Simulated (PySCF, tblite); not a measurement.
Calculations on `Br[Si@@H](C1=CC1)[SiH2]O`, in the order of a workflow; each names the level of the geometry that it ran on. Settings lines and outputs come from a driver script.

Compound: C₃H₇BrOSi₂.
Atom-mapped SMILES: `[OH:1][SiH2:2][Si@@H:3]([Br:4])[C:5]1=[CH:6][CH2:7]1` (hydrogens: H8 on O1; H9, H10 on Si2; H11 on Si3; H12 on C6; H13, H14 on C7)

Step 1: GFN2-xTB geometry optimisation, gas phase (tblite 0.8.0) (from a force-field or distance-geometry start)
```json
{"job": {"kind": "relax", "xc": "GFN2-xTB", "basis": "xTB"}, "charge": 0, "multiplicity": 1}
```
```
step      E/eV     max force
  0    -587.00884    2.303
  1    -587.23140    1.205
  2    -587.30501    1.005
...
127    -587.55216    0.013
128    -587.55219    0.012
129    -587.55222    0.013
130    -587.55223    0.010
131    -587.55225    0.008
```

Energy lowered by 12.5 kcal/mol over 131 steps; largest atomic force 0.008 eV/Å at the end. «max force» is the largest atomic force in eV/Å.

Hardware: one thread, Arm Neoverse N1 (aarch64), on a shared host. Cost: 1.9 s.

Step 2: GFN2-xTB harmonic vibrations, gas phase (tblite 0.8.0) (on the GFN2-xTB geometry)
```json
{"job": {"kind": "ir", "xc": "GFN2-xTB", "basis": "xTB"}, "charge": 0, "multiplicity": 1}
```
```
(table of modes left out)
```

36 modes from -16 to 3671 cm⁻¹ (unscaled, harmonic, a negative number standing for an imaginary wavenumber); zero-point energy 54.2 kcal/mol from the real modes; the lowest is imaginary at this level.

Hardware: one thread of an Arm Neoverse N1, shared host. Cost: 1.0 s wall.

Step 3: TDDFT CAM-B3LYP/def2-SVPD, vertical, gas phase, core orbitals frozen in the response (PySCF 2.14.0, density-fitted response routines) (on the GFN2-xTB geometry)
```json
{"job": {"kind": "uv", "xc": "CAM-B3LYP", "basis": "def2-SVPD", "nstates": 8, "ntriplets": 3}, "charge": 0, "multiplicity": 1}
```
```
...
Static polarisability (au): isotropic 112.300, principal 92.459 118.849 125.593
Singlet excitations
state   eV       nm        f      main configurations
  1   5.6144    220.8   0.07740   H->L 0.33, H-1->L 0.19, H-1->L+1 0.09
  2   5.6807    218.3   0.08380   H->L 0.28, H->L+1 0.20, H-1->L+2 0.09
  3   5.7204    216.7   0.01438   H->L+1 0.56, H->L 0.17, H-1->L+1 0.10
  4   6.0872    203.7   0.00211   H-1->L 0.32, H-1->L+1 0.28, H->L+2 0.16
  5   6.1835    200.5   0.04817   H->L+2 0.32, H-1->L+1 0.27, H-2->L 0.11
  6   6.2715    197.7   0.02402   H-2->L+1 0.50, H-2->L 0.28
  7   6.5884    188.2   0.02416   H->L+2 0.39, H-1->L 0.21, H-2->L+1 0.08
  8   6.8061    182.2   0.01839   H-1->L+2 0.38, H-2->L 0.23, H-2->L+1 0.13
Triplet excitations (Tamm-Dancoff, eV): 3.6739 5.1815 5.2514
```

HOMO -8.64 eV, LUMO -0.09 eV; lowest singlet 5.61 eV; lowest triplet 3.67 eV (Tamm–Dancoff); mean polarisability 112.3 au.

The run took 2.2 min wall (grids of density and orbitals included) on an Arm Neoverse N1 with one thread (shared host), and the process peaked at 1.1 GiB of memory.

Geometry of the electronic-property runs (GFN2-xTB):
```
atom  x, y, z in Å
O1     2.0637   -1.5660    0.3282
Si2    2.0565   -0.0678    0.9516
Si3    0.3954    1.2116   -0.0235
Br4    1.0555    1.9981   -2.0363
C5    -1.1540    0.2798   -0.4287
C6    -1.9807   -0.3081   -1.2541
C7    -2.3016   -0.4976    0.1857
H8     2.2569   -1.7675   -0.5829
H9     3.3701    0.5602    0.7801
H10    1.7544   -0.3369    2.3502
H11    0.0007    2.4406    0.6663
H12   -2.2815   -0.5359   -2.2470
H13   -2.1077   -1.4557    0.6569
H14   -3.1283    0.0449    0.6313
```

 (This holds for the electronic-property runs.)

One conformer stands for the species.
